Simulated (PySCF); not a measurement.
Ligand exchange on a metal centre used in film growth or etching (Y F-OH). Gas-phase values, no solvent. One relaxed conformer stands for each flexible species; it need not be the lowest.

The LUMO from two functionals at the same geometries (TPSS-D3(BJ)/def2-SVP), both in PySCF: PBE-D3(BJ)/def2-TZVP and B3LYP-D3(BJ)/def2-TZVP. B3LYP has the VWN-RPA correlation part, as in Gaussian. 

| species | B3LYP-D3(BJ)/def2-TZVP (eV) |
|---|---|
| 0 of 3 F replaced by OH ([Y(F)3]) | -2.81 |
| 1 of 3 F replaced by OH ([Y(F)2(OH)]) | -2.41 |
| 2 of 3 F replaced by OH ([Y(F)(OH)2]) | -2.04 |
| 3 of 3 F replaced by OH ([Y(OH)3]) | -1.69 |

### Question
What does PBE-D3(BJ)/def2-TZVP give for each?

### Answer

- 0 of 3 F replaced by OH ([Y(F)3]): -3.16
- 1 of 3 F replaced by OH ([Y(F)2(OH)]): -2.78
- 2 of 3 F replaced by OH ([Y(F)(OH)2]): -2.43
- 3 of 3 F replaced by OH ([Y(OH)3]): -2.10
Over these rows, drawn at random from the members with no instability flagged (it was tested for open shells, ions and some series alone), PBE minus B3LYP-D3(BJ): mean -0.38 eV, from -0.40 eV to -0.36 eV.
